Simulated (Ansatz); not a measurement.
`C[Se][SnH3]` + `OC[SiH2][SiH2]O` → `O[SiH2][SiH2][SnH3]` + `C[Se]CO`  (redistribution)

Calculated with Ansatz (gas phase, PBE0-D4/def2-TZVP geometries, no zero-point term in ΔE). CCSD(T)/CBS is the MP2 limit (def2-TZVPP, def2-QZVPP) plus CCSD(T) − MP2 in def2-TZVPP, frozen cores. Functionals use def2-TZVPP. Elements past krypton have def2 core potentials. For Se, Sn outer-core shells are correlated without core-valence functions, which leaves a few kJ/mol of doubt a bond. Scalar relativity is left out up to krypton. Each species was taken in one conformer, which may not be the lowest.

```csv
level,ΔE (kJ/mol)
PBE-D4,26.8
PBE0-D4,32.9
ωB97X-V,40.0
MP2/def2-TZVPP,36.3
SCS-MP2/def2-TZVPP,40.5
MP2/def2-QZVPP,40.0
MP2/CBS(def2),41.9
CCSD/CBS(def2),44.2
```

Task: What does CCSD(T)/CBS give? (An estimate is asked.)

Result: Ansatz gave: +40.4 kJ/mol. The listed levels differ from it by -13.6, -7.5, -0.4, -4.1, 0.1, -0.4, 1.5, 3.8 kJ/mol.

Largest T1 diagnostic among the species: 0.013.

In def2-TZVPP, CCSD(T) changes the Hartree–Fock value by −25.7 kJ/mol (the triples alone add −3.8 kJ/mol) and MP2 by −24.2 kJ/mol. From PBE to PBE0 (25 % exact exchange), in def2-TZVPP and without D4, ΔE moves by +5.9 kJ/mol. The D4 term adds −3.4 kJ/mol with B3LYP and −1.8 kJ/mol with PBE0; it sums over pairs of atoms, weighted by their polarisabilities, and B3LYP, whose exchange is more repulsive, gets the larger term.

B3LYP here is the variant with VWN-RPA as its local correlation; programs differ in this.
